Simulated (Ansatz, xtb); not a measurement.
Relative energy of two isomers of C3H5BO2

Structure X: `C#CCB(O)O`, a singlet. Structure Y: `C=C1COBO1`, a singlet. Both are isolated molecules in the gas phase, relaxed with r2SCAN-D4/def2-SVP; the shapes shown needn't be the lowest conformers.

X (Å):

```csv
atom,x (Å),y (Å),z (Å)
C,-0.6298,-0.8043,1.3623
C,-0.1021,-0.4261,0.3321
C,0.4331,-0.0517,-0.9627
B,-0.3666,-0.7327,-2.1658
O,0.0448,-0.4570,-3.4320
O,-1.4240,-1.5620,-1.9599
H,-1.0544,-1.1051,2.3021
H,0.4060,1.0448,-1.1001
H,1.4989,-0.3324,-1.0468
H,-0.5005,-0.9146,-4.0863
H,-1.6065,-1.6693,-1.0130
```

Y (Å):

```xyz
11

C    -1.1854   -2.8032   -2.9789
C    -1.2592   -1.5162   -2.6328
C    -0.4070   -0.7224   -1.6615
B    -1.9891    0.5917   -2.5799
O    -0.9512    0.5998   -1.7010
O    -2.1974   -0.6478   -3.1494
H    -1.8853   -3.2235   -3.7031
H    -0.4221   -3.4468   -2.5385
H     0.6554   -0.6919   -1.9578
H    -0.4640   -1.1131   -0.6313
H    -2.6566    1.5502   -2.8389
```

Energies in hartree; the thermal terms are from r2SCAN-D4/def2-SVP harmonic frequencies (ideal gas, rigid rotor, one conformer each, 298.15 K, 1 atm) and include the zero-point energy:

```
                              X           Y
E, CCSD(T)/def2-SVP  −291.673531  −291.677471
    E, MP2/def2-SVP  −291.608937  −291.605894
  E, MP2/def2-TZVPP  −292.154350  −292.146661
  zero-point energy     0.080748     0.082754
       H(298 K) − E     0.088422     0.088884
       G(298 K) − E     0.050230     0.054235
```

Question: Correct the CCSD(T) difference for the basis set by the MP2 change, then work out ΔE, ΔE₀, ΔH and ΔG for X → Y in kJ/mol (1 Eh = 2625.50 kJ/mol) and the equilibrium ratio [Y]/[X].

Answer: 1. Differences Y − X: CCSD(T) −0.003940, MP2 in the small set +0.003043, MP2 in the large set +0.007689 Eh.
2. ΔE = −0.003940 + (+0.007689 − (+0.003043)) = +0.000706 Eh = +1.85 kJ/mol.
3. ΔE₀ = ΔE + ΔZPE = +0.000706 + (+0.002006) Eh = +7.12 kJ/mol.
4. ΔH = ΔE + (+0.000462) Eh = +3.07 kJ/mol.
5. ΔG = ΔE + (+0.004005) Eh = +12.37 kJ/mol, so ΔS = (ΔH − ΔG)/T = −31.2 J/(mol K).
6. kT = 0.9442 mEh, so K = [Y]/[X] = exp(−ΔG/kT) = exp(−4.99) ≈ 0.0068.

The sums favour X, but ΔE leans on the basis-set step (CCSD(T) alone has the other sign or is under 1 kcal/mol), so the order isn't settled. An error of 4 kJ/mol in ΔG would change K by a factor of 5. Mirror images and further conformers aren't counted.

As drawn, Y has 1 C=C, 2 C–O, 1 C–H, 1 B–H in place of 1 C≡C, 1 C–B, 2 O–H. Structure X has no ring, Y a 5-membered ring.

Other levels gave ΔE = −144.8 (GFN2-xTB); −185.0 (HF/STO-3G, GFN2-xTB geometries); −29.9 (r2SCAN-D4/def2-SVP//GFN2-xTB); −28.2 (r2SCAN-D4/def2-SVP); −9.9 (HF/def2-SVP); +8.0 (MP2/def2-SVP); −10.3 (CCSD(T)/def2-SVP) kJ/mol. The correlated steps freeze 6 core orbitals. Programs: Ansatz 0.2.0, xtb 6.7.1.
